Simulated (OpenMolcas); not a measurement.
## N+: effect of the active space

- Program: OpenMolcas
- Method: CASSCF
- Basis: ANO-L-VDZP
- Scalar Hamiltonian: non-relativistic, point nucleus
- Spin-orbit coupling: RASSI with atomic mean-field integrals over the reference wave functions, term energies averaged over their components

A. 2 electrons in 3 orbitals (2p); 2S+1 = 3 even, 3 roots; 2S+1 = 1 even, 6 roots; cost of the order of 2.2 core-seconds
B. 4 electrons in 4 orbitals (2s 2p); 2S+1 = 3 even, 3 roots; 2S+1 = 1 even, 6 roots; 2S+1 = 5 odd, 1 root; 2S+1 = 3 odd, 9 roots; 2S+1 = 1 odd, 8 roots; cost roughly 13 core-seconds

Energies in eV above 2s2 2p2 3P0, the measured ground level; measured values from NIST Handbook of Basic Atomic Spectroscopic Data.

| Level | A | B | Measured |
| --- | --- | --- | --- |
| 2s2 2p2 3P0 | 0.0000 | 0.0000 | 0.0000 |
| 2s2 2p2 3P1 | 0.0058 | 0.0056 | 0.0060 |
| 2s2 2p2 3P2 | 0.0173 | 0.0167 | 0.0162 |
| 2s2 2p2 1D2 | 2.1920 | 2.1964 | 1.8990 |
| 2s2 2p2 1S0 | 5.4165 | 3.8223 | 4.0529 |

Deviations, from unrounded energies. A percentage is the sum of absolute deviations over the sum of measured energies, with the sign that they share, or ± where signs differ.

| Against measurement | Levels | A | B |
| --- | --- | --- | --- |
| mean absolute deviation (cm-1) | 4 | 3300 | 1100 |
| fine structure of the ground term (%) | 2 | ±5.8 | ±3.9 |
| other terms of the ground configuration (%) | 2 | +27.8 | ±8.9 |

B lies closest to measurement on these levels. The largest miss of B in the table is 2s2 2p2 1D2, by +2400 cm-1. The ranking rests on the paired levels alone, and a cruder setting can come out closer through cancelling errors.

Between A and B the level of the table that moves most is 2s2 2p2 1S0, by 13000 cm-1 (lowest in B, highest in A).

Without dynamic correlation excited terms often stand tens of per cent too high (terms of higher spin than the ground term too low), and those without a measured partner can miss by more than the paired ones. With the s shell closed, the reference lacks s² → p² mixing (holds for A). Computed and measured levels are paired by configuration, term and J; levels that our copy of the source lacks, or whose pairing is in doubt (as where it misses far off the trend of its configuration), stay unpaired and out of the deviations. Levels of configurations outside the active space are missing. Levels that lie high or do not pair safely by name in every column are left out.
